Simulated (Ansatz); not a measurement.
`[OH][In]([Br])[Br]` + H₂ → `[OH][InH][Br]` + HBr at 500 K and 1 bar (hydrogenolysis of the In–Br bond).

Program: Ansatz. Geometries: PBE0-D4/def2-TZVP. ΔE: electronic, gas phase. CCSD(T)/CBS is the MP2 limit (def2-TZVPP, def2-QZVPP) plus CCSD(T) − MP2 in def2-TZVPP, frozen cores. This one scheme is used for every species. def2 core potentials past Kr. For Br, In outer-core shells are correlated without core-valence functions, which leaves a few kJ/mol of doubt a bond. Scalar relativity is left out up to krypton. One conformer a species, not always the lowest.

```tsv
species	CCSD(T)/CBS energy (Eh)	H − E (kJ/mol)	S (J/(mol·K))
`[OH][In]([Br])[Br]`	-5412.35748	76.7	421.2
H₂	-1.17544	41.0	145.5
`[OH][InH][Br]`	-2839.57190	84.5	367.3
HBr	-2573.91920	30.5	213.7
```

H − E and S are ideal-gas, rigid-rotor, harmonic terms from PBE0-D4/def2-TZVP, for one conformer and one mirror image of each species. The MP2-based limit puts H₂ 0.8 mEh under its directly extrapolated value; such offsets cancel only in part. 1 Eh = 2625.50 kJ/mol, R = 8.31446 J/(mol·K).

**Question.** By hand: ΔE, ΔH, ΔS and ΔG.

**Answer.** ΔE = (-2839.57190) + (-2573.91920) − (-5412.35748) − (-1.17544) = 0.04182 Eh = 109.8 kJ/mol. Δ(H − E) = 84.5 + 30.5 − 76.7 − 41.0 = -2.7, so ΔH = 107.1 kJ/mol. ΔS = 367.3 + 213.7 − 421.2 − 145.5 = 14.3 J/(mol·K). ΔG = 107.1 − 500 × (14.3)/1000 = 99.9 kJ/mol.

**Question.** By hand: the equilibrium constant, and the temperature at which ΔG would vanish if ΔH and ΔS stayed fixed.

**Answer.** log₁₀ K = −ΔG/(RT ln 10) = -10.4. ΔG = 0 at ΔH/ΔS = 7490 K, far beyond where these terms or the molecules hold.

The number of gas molecules stays the same, so ΔS is small and ΔH decides. A doubt of 5 kJ/mol in ΔE shifts log₁₀ K by 0.5 here. Other conformers and mirror images would add mixing entropy, several J/(mol·K) or more a flexible species. These are equilibria of isolated gas molecules and say nothing of rates. Largest T1 diagnostic: 0.014 (customary marks: 0.02 for closed shells, 0.045 for open ones).
